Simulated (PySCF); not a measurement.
Work out the structure from these simulated measurements.

Elements present: C, H, O and Si. Monoisotopic mass: 208.1131 u.

| Property | Result |
| --- | --- |
| Triplet | lowest triplet excitation (Tamm–Dancoff): 7.38 eV [TDA PBE0/def2-SVPD] |
| 13C NMR | chemical shifts (computed TMS as zero) by class: 60.7 (4 C), 19.9 (4 C) ppm [GIAO B97-2/pcSseg-1] |
| Polarisability | 136.0 au [PBE0/def2-SVPD] |
| 1H NMR | chemical shifts (computed TMS as zero) by class: 3.76 (8 H), 1.23 (12 H) ppm [GIAO B97-2/pcSseg-1] |
| Dipole | 0.14 D [PBE0/def2-SVPD] |
| UV, strongest line | among the 10 lowest singlet transitions: S8 at 8.18 eV (152 nm, f = 0.019) [TDDFT PBE0/def2-SVPD] |
| Rotational structure | rotational constants A, B, C: 0.559, 0.519, 0.477 GHz [PBE0-D3(BJ)/def2-SVP] |
| UV, first state | lowest singlet excitation: 7.52 eV (165 nm, f = 0.005) [TDDFT PBE0/def2-SVPD] |

The electronic properties come from PySCF, for the isolated species, density fitting. Levels stand in brackets. Isolated species at its PBE0-D3(BJ)/def2-SVP geometry (one conformer only). NMR values are class means; diastereotopic atoms form classes of their own.

**Question.** Which formula fits the mass and the elements?

**Answer.** C8H20O4Si (calculated 208.1131). No other formula that holds each of these elements comes within 0.0003 u with a fitting electron parity and a possible valence count.

**Question.** Propose a structure and show how it fits.

**Answer.** Numbering: `[CH3:1][CH2:2][O:3][Si:4]([O:5][CH2:6][CH3:7])([O:8][CH2:9][CH3:10])[O:11][CH2:12][CH3:13]`. Its formula, C8H20O4Si, gives 0 degrees of unsaturation, so no ring and no π bond. 8 carbons fall into 2 classes; from least to most shielded: sp3 carbon bound to oxygen [C2/C6/C9/C12] (60.7 ppm, 4 C), methyl carbon [C1/C7/C10/C13] (19.9 ppm, 4 C). Hydrogen classes from least to most shielded: 8 H on 4 like atoms (sp3 carbon bound to oxygen), C2/C6/C9/C12 (3.76 ppm), 12 H on 4 methyl carbons, C1/C7/C10/C13 (1.23 ppm, a mean of values up to 1.0 ppm apart in this geometry). The optimised geometry has point group C1 and is an asymmetric top. Structure: `CCO[Si](OCC)(OCC)OCC`. The assignments are read from this structure; whether some other isomer fits the data as well wasn't checked.
